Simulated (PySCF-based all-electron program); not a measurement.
**Si3AsH9, singlet: how the functional moves the forces**

All-electron Kohn–Sham DFT on the free molecule, computed near the basis limit with an in-house program on PySCF integrals; the spin-free Dirac equation, no spin–orbit coupling, spin-restricted. Forces are good to about 0.020 eV/Å. Atoms are numbered as listed.

```
atom    x (Å)    y (Å)    z (Å)
  As   0.0000   0.0000   0.0000
  Si   1.9980   0.0000  -1.2876
   H   1.7535   0.0000  -2.7645
   H   2.7910  -1.2168  -0.9289
   H   2.7910   1.2168  -0.9289
  Si  -0.9990  -1.7303  -1.2876
   H  -0.8768  -1.5186  -2.7645
   H  -2.4492  -1.8087  -0.9289
   H  -0.3417  -3.0255  -0.9289
  Si  -0.9990   1.7303  -1.2876
   H  -0.8768   1.5186  -2.7645
   H  -0.3417   3.0255  -0.9289
   H  -2.4492   1.8087  -0.9289
```

**Question.** What forces does PBE give?

**Answer.** 

```csv
atom,Fx,Fy,Fz (eV/Å)
As1,0.000,0.000,-0.025
Si2,0.030,0.000,-0.008
H3,-0.001,0.000,0.031
H4,-0.015,0.027,-0.007
H5,-0.015,-0.027,-0.007
Si6,-0.016,-0.027,-0.009
H7,0.001,0.001,0.031
H8,0.031,-0.001,-0.007
H9,-0.016,0.026,-0.007
Si10,-0.016,0.027,-0.009
H11,0.001,-0.001,0.031
H12,-0.016,-0.026,-0.007
H13,0.031,0.001,-0.007
```
